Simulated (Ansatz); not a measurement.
# A ladder of methods for C3H4AlF (SMILES C#[C][Al]([CH3])[F])

C3H4AlF has 9 atoms, charge 0, and is taken as a singlet. As SMILES, `C#[C][Al]([CH3])[F]`. The shape was relaxed beforehand at B3LYP/def2-SVP.

Quantity: the adiabatic electron affinity (to the doublet anion, shapes relaxed at B3LYP/def2-SVP, no zero-point term), in eV. The values are calculated.

The electron affinity is E(neutral) − E(anion): positive where the electron is bound.

```
           level                   kind  program  value (eV)  less CCSD(T)/def2-SVP  CPU time (all runs)
     HF/def2-SVP           Hartree–Fock   Ansatz       -0.26                  -0.13                4.2 s
    PBE/def2-SVP                    GGA   Ansatz        0.12                  +0.25                4.3 s
  B3LYP/def2-SVP          global hybrid   Ansatz        0.09                  +0.22                6.1 s
    MP2/def2-SVP    perturbation theory   Ansatz       -0.22                  -0.09                4.4 s
CCSD(T)/def2-SVP  coupled cluster or CI   Ansatz       -0.13                   0.00                 32 s
```

Differences are taken from CCSD(T)/def2-SVP for orientation; it has basis-set and higher-order errors of its own. The values span -0.26 to 0.12 eV. Negative values mean that the anion is unbound at that level; they are set by how diffuse the basis is and aren't properties of the molecule, whose anion may well be bound. In so small a basis fixed costs decide the times, and correlated methods can beat functionals. CPU times are rough (shared hosts, several kinds of processor and program).
